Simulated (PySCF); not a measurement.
# Orbital picture of MgPb

B3LYP at R = 2.839 Å; basis Mg def2-SVP, Pb def2-SVP with ECP60; scalar-relativistic core potentials; PySCF 2.14. State: ³Σ⁻ (triplet), unpaired electrons π ↑↑. Only the outer orbitals are listed, counted within each symmetry, core potentials removing the inner ones.

| spin | orbital | occ. | ε (eV) | on Mg (%) | main shells (%) |
| --- | --- | --- | --- | --- | --- |
| α | 7σ | 1 | -13.03 | 7 | 93 Pb s |
| α | 8σ | 1 | -6.16 | 69 | 68 Mg s, 28 Pb p |
| α | 4π | 1 | -4.28 | 14 | 86 Pb p, 12 Mg p |
| α | 4π | 1 | -4.28 | 14 | 86 Pb p, 12 Mg p |
| α | 9σ | 0 | -2.78 | 57 | 42 Pb p, 30 Mg p, 27 Mg s |
| α | 5π | 0 | -0.77 | 88 | 88 Mg p, 10 Pb p |
| α | 5π | 0 | -0.77 | 88 | 88 Mg p, 10 Pb p |
| β | 7σ | 1 | -11.92 | 8 | 92 Pb s |
| β | 8σ | 1 | -5.91 | 79 | 79 Mg s, 18 Pb p |
| β | 9σ | 0 | -2.59 | 48 | 51 Pb p, 34 Mg p, 14 Mg s |
| β | 4π | 0 | -2.20 | 32 | 68 Pb p, 31 Mg p |
| β | 4π | 0 | -2.20 | 32 | 68 Pb p, 31 Mg p |

Which are the highest filled and the lowest empty level, where do they sit, and how wide is the gap?

Highest filled α 4π at -4.28 eV (in %: 86 Pb p, 12 Mg p); lowest empty α 9σ at -2.78 eV (in %: 42 Pb p, 30 Mg p, 27 Mg s); the gap at B3LYP is 1.50 eV.

```
bond order (Mayer)                               : 1.27
⟨S²⟩                                             : 2.025
charge on Mg (Mulliken, basis-dependent)         : 0.09
charge on Mg (Löwdin, basis-dependent)           : -0.01
dipole moment (positive dipole means Mg(−)Pb(+)) : -2.50 D
polarisability along the bond                    : 179.1 bohr³
polarisability across the bond                   : 96.1 bohr³
```

Spin–orbit coupling is left out, which matters for elements this heavy, above all for dissociation energies. The state is the lowest determinant that a PBE0 search found; another state may lie lower at other levels.
